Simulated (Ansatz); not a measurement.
H₃BrInNO, singlet, geometry from GFN2-xTB (such geometries of metal compounds can be far from the true shape) (core potentials on In); PBE/def2-SV(P) in Ansatz (an electronic-structure program).

Input for Ansatz:
Ansatz 0.2 input:
```yaml
crystal:
  periodic: [false, false, false]
  atoms:
    - {symbol: In, position_ang: [0.56169826, 0.31846160, 0.17070347]}
    - {symbol: Br, position_ang: [-1.48760439, -0.91956005, -0.46088535]}
    - {symbol: O, position_ang: [0.75986168, 2.07309653, -0.64829492]}
    - {symbol: H, position_ang: [0.06567193, 2.33922254, -1.25099401]}
    - {symbol: N, position_ang: [1.91958385, -0.21945153, 1.60334726]}
    - {symbol: H, position_ang: [2.73512742, 0.37481848, 1.48122988]}
    - {symbol: H, position_ang: [2.22615952, -1.18266905, 1.49920990]}
basis:
  gaussian:
    orbitals: def2-SV_P_.json
hamiltonian:
  xc: pbe
```
The basis file holds def2-SV(P) in the JSON format of the Basis Set Exchange.

Question: What does Ansatz print? Leave out banner, timings and long lists.

Answer: 
```
Functional definition: PBE
1126 factors; their error is unknown
mean field evaluation 1: about -78765.5902 eV, gradient 8.9e1 eV
mean field evaluation 2: about -78630.1128 eV, gradient 2.2e2 eV
mean field evaluation 4: about -78777.9572 eV, gradient 4.1e1 eV
mean field evaluation 8: about -78781.5985 eV, gradient 4.3e-1 eV
mean field evaluation 16: about -78781.5265 eV, gradient 6.4e-5 eV
mean field -78781.52646232 eV, -2895.1676974536 hartree, gradient 6.4e-5 eV, S^2 0.000000; 0 other end points of the search recorded, 0 dependent functions left out
reference -78781.52650831 eV, -2895.1676991439 hartree; 37, 37 occupied and 55, 55 virtual orbitals, 1126 factors
Total energy: -78781.52650831 eV, -2895.1676991439 hartree
```
